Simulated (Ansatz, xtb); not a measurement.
## Two structures of CBClF2

We compare I, `FB=C(F)Cl`, a singlet, with II, a singlet given by its coordinates. Both are isolated molecules in the gas phase, relaxed with B3LYP-D3(BJ)/6-311G**.

I (Å):

```xyz
5

C    -1.2326   -1.1653   -0.2009
B    -0.5926    0.0543   -0.3807
Cl   -2.1916   -1.4142    1.2419
F    -0.0213    1.1985   -0.5002
F    -1.1999   -2.2202   -1.0406
```

II (Å):

```yaml
atoms:
  - { symbol: C, position_ang: [-0.5754, -0.6908, 0.7878] }
  - { symbol: B, position_ang: [-1.0791, -0.3772, -0.6364] }
  - { symbol: Cl, position_ang: [-1.0966, -2.1387, 1.4739] }
  - { symbol: F, position_ang: [-0.3448, -0.7054, -1.6887] }
  - { symbol: F, position_ang: [-2.1624, 0.3650, -0.8101] }
```

Close contacts (Å): C1–B2 1.54, C1–Cl3 1.68, B2–F4 1.32, B2–F5 1.32.

Q: Estimate E(II) − E(I) at the level CCSD(T)/def2-TZVP.

A: Calculated at CCSD(T)/def2-TZVP: E(II) − E(I) = −1.332 eV, so structure II lies lower.

Level by level:

```tsv
level	geometry	E(II) − E(I) (eV)	departure from the last row (eV)	job, with rough time for the two
GFN2-xTB	GFN2-xTB	−0.150	+1.182	optimisation, 0.11 s
HF/STO-3G	GFN2-xTB	+0.151	+1.483	single point, 0.16 s
r2SCAN-D4/def2-SVP	GFN2-xTB	−0.936	+0.396	single point, 1 s
B3LYP-D3(BJ)/6-311G**	B3LYP-D3(BJ)/6-311G**	−1.049	+0.282	optimisation, 16 s
HF/def2-TZVP	B3LYP-D3(BJ)/6-311G**	−1.708	−0.376	part of the CCSD(T) run
MP2/def2-TZVP	B3LYP-D3(BJ)/6-311G**	−1.159	+0.172	part of the CCSD(T) run
CCSD(T)/def2-TZVP	B3LYP-D3(BJ)/6-311G**	−1.332		single point, 26 s
```

HF/STO-3G puts the two in the other order. The largest departure from CCSD(T)/def2-TZVP is that of HF/STO-3G, 1.483 eV. At CCSD(T)/def2-TZVP a triplet with the links of II lies below this singlet.

With harmonic frequencies from B3LYP-D3(BJ)/6-311G** (ideal gas, rigid rotor, one conformer each, 298.15 K, 1 atm): the zero-point term adds −0.016 eV; ΔH is −1.346 and ΔG −1.356 eV.

The correlated steps freeze 9 core orbitals. Codes used: Ansatz 0.2.0, xtb 6.7.1; the last row on 2 threads of Intel(R) Xeon(R) 6975P-C (Granite Rapids) on a shared host.
